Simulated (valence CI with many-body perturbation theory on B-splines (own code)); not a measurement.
# E1 line list for Pm XLVIII

Method: relativistic CI+MBPT: four valence electrons over a frozen Dirac-Fock core [Ne], radial functions for each j: 11 s, 11 p, 9 d, 7 f, 5 g, 2 h, 1 i, with the one-electron correlation potential Σ1 (screened to all orders), the two-electron term Σ2, the three-electron term Σ3, Breit, model QED; selected single and double excitations, second order for the rest (own B-spline code, finite nucleus).

The last digits are not significant, and no measured levels were compared; by estimate large intervals hold to a few tenths of a per cent, small ones and those within an open d or f shell to about a per cent.

Lines 151 to 200 of 239 in falling wavelength, among levels below 672.82 eV, chosen from the strongest by gf and those to the six lowest levels. Wavelengths and rates use the calculated energies. Electric multipoles are in the length gauge, E1 and E2 with the static RPA response of the core. Weak lines are less certain than strong ones. Lines between different terms over intervals too small for the method are left out, as are lines whose strength nearly cancels. The highest levels of a list are the least certain.

Levels are named by their leading jj configuration (3d3/2^4 stands for four electrons in 3d with j = 3/2), which in mixed levels can hold well under half, so a name can repeat and another be missing. Letters in brackets count levels of one name in rising energy.

| λ vac (nm) | Upper | Lower | A (s⁻¹) | log gf | Branch % |
| --- | --- | --- | --- | --- | --- |
| 4.389 | (3s 3p1/2 3p3/2 3d3/2) J=1 [e] | (3s^2 3p1/2 3d3/2) J=1 | 1.11e+11 | -1.02 | 12.8 |
| 4.377 | (3s 3p1/2 3p3/2^2) J=2 [b] | (3s^2 3p1/2 3p3/2) J=2 | 3.83e+11 | -0.26 | 93.9 |
| 4.374 | (3s 3p1/2 3p3/2 3d5/2) J=1 [a] | (3s^2 3p1/2 3d5/2) J=2 | 8.14e+10 | -1.15 | 29.9 |
| 4.366 | (3s 3p1/2 3p3/2 3d3/2) J=2 [d] | (3s^2 3p1/2 3d3/2) J=2 | 3.45e+10 | -1.31 | 4.3 |
| 4.359 | (3s 3p1/2 3p3/2 3d5/2) J=2 [b] | (3s^2 3p1/2 3d3/2) J=1 | 8.00e+10 | -0.94 | 14.3 |
| 4.358 | (3p1/2^2 3p3/2^2) J=0 | (3s 3p1/2^2 3p3/2) J=1 | 2.95e+11 | -1.08 | 83.1 |
| 4.308 | (3s 3p1/2 3p3/2 3d3/2) J=2 [a] | (3s 3p1/2^2 3p3/2) J=2 | 3.31e+10 | -1.34 | 18.0 |
| 4.299 | (3s 3p3/2^3) J=1 | (3s^2 3p3/2^2) J=0 | 4.06e+11 | -0.47 | 32.9 |
| 4.295 | (3s 3p1/2 3p3/2^2) J=1 [a] | (3s^2 3p1/2 3p3/2) J=1 | 2.65e+11 | -0.66 | 91.2 |
| 4.290 | (3s 3p1/2 3p3/2 3d3/2) J=3 [c] | (3s^2 3p1/2 3d3/2) J=2 | 5.03e+11 | -0.01 | 96.4 |
| 4.272 | (3s 3p1/2 3p3/2 3d3/2) J=1 [c] | (3s^2 3p1/2 3d3/2) J=2 | 5.49e+11 | -0.35 | 78.9 |
| 4.264 | (3s 3p1/2 3p3/2^2) J=2 [b] | (3s^2 3p1/2 3p3/2) J=1 | 1.10e+10 | -1.82 | 2.7 |
| 4.254 | (3s 3p1/2 3p3/2^2) J=1 [b] | (3s^2 3p1/2 3p3/2) J=2 | 5.91e+11 | -0.32 | 69.8 |
| 4.238 | (3s 3p1/2 3p3/2 3d5/2) J=3 [d] | (3s^2 3p1/2 3d5/2) J=3 | 2.60e+11 | -0.31 | 44.8 |
| 4.232 | (3s 3p1/2 3p3/2 3d5/2) J=1 [b] | (3s^2 3p1/2 3d5/2) J=2 | 1.18e+11 | -1.02 | 32.6 |
| 4.224 | (3s 3p1/2 3p3/2 3d5/2) J=2 [c] | (3s^2 3p1/2 3d5/2) J=3 | 1.30e+11 | -0.76 | 28.0 |
| 4.213 | (3s 3p1/2 3p3/2 3d5/2) J=3 [d] | (3s^2 3p1/2 3d5/2) J=2 | 2.92e+10 | -1.26 | 5.0 |
| 4.200 | (3s 3p1/2 3p3/2 3d5/2) J=2 [c] | (3s^2 3p1/2 3d5/2) J=2 | 5.59e+10 | -1.13 | 12.0 |
| 4.171 | (3s 3p1/2 3p3/2 3d3/2) J=1 [a] | (3s 3p1/2^2 3p3/2) J=2 | 9.95e+09 | -2.11 | 44.5 |
| 4.148 | (3s 3p1/2 3p3/2^2) J=1 [b] | (3s^2 3p1/2 3p3/2) J=1 | 2.37e+11 | -0.74 | 28.0 |
| 4.137 | (3s 3p1/2 3p3/2 3d5/2) J=2 [d] | (3s^2 3p1/2 3d5/2) J=3 | 3.81e+11 | -0.31 | 42.5 |
| 4.120 | (3s 3p1/2 3p3/2 3d3/2) J=3 [a] | (3s 3p1/2^2 3p3/2) J=2 | 1.49e+10 | -1.58 | 58.0 |
| 4.113 | (3s 3p1/2 3p3/2 3d5/2) J=2 [d] | (3s^2 3p1/2 3d5/2) J=2 | 1.23e+11 | -0.81 | 13.7 |
| 4.112 | (3s 3p1/2 3p3/2 3d3/2) J=2 [c] | (3s 3p1/2^2 3p3/2) J=1 | 3.40e+10 | -1.37 | 10.3 |
| 4.109 | (3s 3p1/2 3p3/2 3d3/2) J=2 [b] | (3s 3p1/2^2 3p3/2) J=2 | 1.13e+11 | -0.84 | 41.5 |
| 4.101 | (3s 3p1/2 3p3/2 3d3/2) J=1 [d] | (3s^2 3p1/2 3d3/2) J=2 | 1.74e+11 | -0.88 | 29.0 |
| 4.072 | (3s 3p3/2^3) J=1 | (3s^2 3p3/2^2) J=2 | 8.25e+11 | -0.21 | 66.9 |
| 4.042 | (3s^2 3d3/2^2) J=2 | (3s^2 3p1/2 3d5/2) J=3 | 1.92e+10 | -1.63 | 1.1 |
| 4.033 | (3s 3p1/2 3p3/2 3d5/2) J=2 [c] | (3s^2 3p1/2 3d3/2) J=1 | 2.40e+10 | -1.53 | 5.2 |
| 4.003 | (3s 3p1/2 3p3/2 3d3/2) J=2 [d] | (3s 3p1/2^2 3p3/2) J=1 | 9.78e+09 | -1.93 | 1.2 |
| 4.000 | (3s 3p1/2 3p3/2 3d3/2) J=1 [b] | (3s 3p1/2^2 3p3/2) J=1 | 1.65e+10 | -1.93 | 2.3 |
| 3.979 | (3s 3p1/2 3p3/2 3d3/2) J=2 [e] | (3s^2 3p1/2 3d3/2) J=2 | 2.30e+11 | -0.56 | 25.1 |
| 3.925 | (3s 3p1/2 3p3/2 3d3/2) J=1 [c] | (3s 3p1/2^2 3p3/2) J=1 | 8.24e+10 | -1.24 | 11.8 |
| 3.916 | (3s 3p1/2 3p3/2 3d5/2) J=2 [b] | (3s^2 3p1/2 3d3/2) J=2 | 3.44e+10 | -1.40 | 6.2 |
| 3.866 | (3s^2 3d3/2^2) J=2 | (3s^2 3p1/2 3d3/2) J=1 | 9.86e+11 | 0.04 | 58.5 |
| 3.859 | (3s 3p1/2 3p3/2 3d5/2) J=2 [a] | (3s 3p1/2^2 3p3/2) J=1 | 1.36e+09 | -2.82 | 0.7 |
| 3.822 | (3s 3p1/2 3p3/2 3d3/2) J=2 [c] | (3s 3p1/2^2 3p3/2) J=2 | 7.05e+10 | -1.11 | 21.2 |
| 3.782 | (3s 3p1/2 3p3/2 3d3/2) J=3 [b] | (3s 3p1/2^2 3p3/2) J=2 | 5.31e+11 | -0.10 | 93.9 |
| 3.780 | (3s 3p1/2 3p3/2 3d3/2) J=1 [d] | (3s 3p1/2^2 3p3/2) J=1 | 3.24e+11 | -0.68 | 53.9 |
| 3.760 | (3s^2 3p3/2 3d3/2) J=3 | (3s^2 3p1/2 3p3/2) J=2 | 6.57e+11 | -0.01 | 99.8 |
| 3.752 | (3s^2 3p3/2 3d3/2) J=2 | (3s^2 3p1/2 3p3/2) J=2 | 8.19e+11 | -0.06 | 68.1 |
| 3.742 | (3s^2 3p3/2 3d3/2) J=1 | (3s^2 3p1/2 3p3/2) J=2 | 1.04e+11 | -1.18 | 10.8 |
| 3.728 | (3s 3p1/2 3p3/2 3d3/2) J=2 [d] | (3s 3p1/2^2 3p3/2) J=2 | 7.38e+11 | -0.11 | 92.4 |
| 3.726 | (3s 3p1/2 3p3/2 3d3/2) J=1 [b] | (3s 3p1/2^2 3p3/2) J=2 | 6.52e+11 | -0.39 | 92.9 |
| 3.681 | (3s 3p1/2 3p3/2 3d3/2) J=0 [b] | (3s 3p1/2^2 3p3/2) J=1 | 5.04e+11 | -0.99 | 63.2 |
| 3.676 | (3s 3p1/2 3p3/2 3d3/2) J=2 [e] | (3s 3p1/2^2 3p3/2) J=1 | 2.66e+11 | -0.57 | 29.0 |
| 3.673 | (3s 3p1/2 3p3/2 3d3/2) J=3 [c] | (3s 3p1/2^2 3p3/2) J=2 | 3.40e+09 | -2.32 | 0.7 |
| 3.669 | (3s^2 3p3/2 3d3/2) J=2 | (3s^2 3p1/2 3p3/2) J=1 | 3.84e+11 | -0.41 | 31.9 |
| 3.660 | (3s 3p1/2 3p3/2 3d3/2) J=1 [c] | (3s 3p1/2^2 3p3/2) J=2 | 2.07e+10 | -1.90 | 3.0 |
| 3.660 | (3s^2 3p3/2 3d3/2) J=1 | (3s^2 3p1/2 3p3/2) J=1 | 8.61e+11 | -0.29 | 89.1 |

Q: How does gf follow from A for the line at 4.264 nm?

A: gf = 1.4992 × (2J+1)_upper × A / σ², with σ = 2344946 cm⁻¹ and 2J+1 = 5: gf = 0.0150.
